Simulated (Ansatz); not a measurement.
One change: `N[Si](F)(Cl)Cl` becomes `F[SiH2]N[Si](F)(Cl)Cl`.

Ansatz, PBE0-D4/def2-TZVP geometries, multiplicity 1. Each molecule was computed in one conformer, which needn't be the lowest.

```csv
property,`N[Si](F)(Cl)Cl`
HOMO–LUMO gap (B3LYP/def2-TZVPP) / eV,8.34
"ideal-gas entropy at 298 K and 1 bar (rigid rotor, harmonic PBE0-D4/def2-TZVP) / J/(mol·K)",349
HOMO energy (ωB97M-V/def2-TZVPP) / eV,-10.87
LUMO energy (ωB97M-V/def2-TZVPP) / eV,2.02
HOMO energy (PBE0/def2-TZVPP) / eV,-8.48
HOMO–LUMO gap (ωB97M-V/def2-TZVPP) / eV,12.89
```

**Question.** Give the same properties after the change, and the shifts. (An estimate is asked.)

**Answer.** The calculation gave: 
```json
{"property": "HOMO–LUMO gap (B3LYP/def2-TZVPP) / eV", "`F[SiH2]N[Si](F)(Cl)Cl`": "8.42", "shift": "0.08"}
{"property": "ideal-gas entropy at 298 K and 1 bar (rigid rotor, harmonic PBE0-D4/def2-TZVP) / J/(mol·K)", "`F[SiH2]N[Si](F)(Cl)Cl`": "425", "shift": "76"}
{"property": "HOMO energy (ωB97M-V/def2-TZVPP) / eV", "`F[SiH2]N[Si](F)(Cl)Cl`": "-11.19", "shift": "-0.32"}
{"property": "LUMO energy (ωB97M-V/def2-TZVPP) / eV", "`F[SiH2]N[Si](F)(Cl)Cl`": "1.73", "shift": "-0.29"}
{"property": "HOMO energy (PBE0/def2-TZVPP) / eV", "`F[SiH2]N[Si](F)(Cl)Cl`": "-8.89", "shift": "-0.41"}
{"property": "HOMO–LUMO gap (ωB97M-V/def2-TZVPP) / eV", "`F[SiH2]N[Si](F)(Cl)Cl`": "12.91", "shift": "0.02"}
```

The zero-point energy changes by 30.6 kJ/mol with +9 modes. Modes under 60 cm⁻¹, often nearly free rotors, make the harmonic entropy too high.

B3LYP here is the variant with VWN-RPA as its local correlation; programs differ in this.
